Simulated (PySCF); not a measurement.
Two-component Hartree-Fock for Bi⁷⁶⁺ (bismuth, charge +76)

Start: [He] 2s2 2p3; 2p1/2 filled at m_j = -1/2, +1/2; 2p3/2 filled at m_j = +3/2. Calculated with PySCF 2.14 in an uncontracted even-tempered set (16 s from 67 bohr⁻², ratio 2.4; 13 p from 87 bohr⁻², ratio 2.4; 5 d from 290 bohr⁻², ratio 2.6; 4 f from 430 bohr⁻², ratio 2.6): generalised Hartree-Fock with the X2C-1e Hamiltonian and a Gaussian nucleus; one run each with spin-orbit coupling (SO) switched off, then screened by Boettger's factors.

```csv
spinor shell,electrons,"ε, spin-free (eV)","ε, screened SO (eV)",weight of nominal j (screened SO),"rms radius, screened SO (bohr)"
1s1/2,2,-99770.6,-99676.8,1.000,0.0177
2s1/2,2,-24206.7,-24178.3,1.000,0.0698
2p1/2,2,-22071.2,-23783.0,1.000,0.0586
2p3/2,1,-22071.2,-21326.6,1.000,0.0663
```

| quantity | spin-free | screened SO |
| --- | --- | --- |
| E (hartree) | -11951.90196 | -12055.61879 |
| M_J | 3/2 | 3/2 |
| ⟨J²⟩ | 3.750 | 3.750 |
| ⟨L²⟩ | 0.000 | 2.637 |
| ⟨S²⟩ | 3.750 | 1.453 |

Each row is a mean over spinors that exchange with the open shell spreads, by up to 77.515 eV (2s1/2).

Breit and QED terms are absent; they matter most for the inner s and p1/2 levels.

Densities and radii are taken from the X2C orbitals without a picture-change correction, which distorts them close to the nucleus.

Without spin-orbit coupling the j labels of p, d and f shells carry no meaning; the spin-free column gives the mean over the occupied spinors of each nl shell.
